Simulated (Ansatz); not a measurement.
Two isomers of C2H8OSSi: A = `COCS[SiH3]`, B = `OCSC[SiH3]`.

Gas-phase electronic energies from Ansatz, PBE0-D4/def2-TZVP geometries. CCSD(T)/CBS is the MP2 limit (def2-TZVPP, def2-QZVPP) plus CCSD(T) − MP2 in def2-TZVPP, frozen cores. Functionals use def2-TZVPP. B3LYP here is the variant with VWN-RPA as its local correlation; programs differ in this. One conformer a species, not always the lowest.

**Question.** Which isomer does CCSD(T)/CBS put lower? Give the gap. (Best estimate.)

**Answer.** Ansatz gave: A, by 5.1 kcal/mol.

**Question.** Give E(B) − E(A) in kcal/mol with B3LYP, r2SCAN-D4, MP2/def2-TZVPP, B3LYP-D4, HF/def2-TZVPP, CCSD/def2-TZVPP, PBE-D4. (Estimate.)

**Answer.** The calculation gave: B3LYP 6.6, r2SCAN-D4 6.5, MP2/def2-TZVPP 5.3, B3LYP-D4 6.7, HF/def2-TZVPP 8.4, CCSD/def2-TZVPP 6.0, PBE-D4 5.6. None reverses the order clearly.

Largest T1 diagnostic: 0.012.

In def2-TZVPP, CCSD(T) changes the Hartree–Fock value by −2.6 kcal/mol (the triples alone add −0.1 kcal/mol) and MP2 by −3.1 kcal/mol.
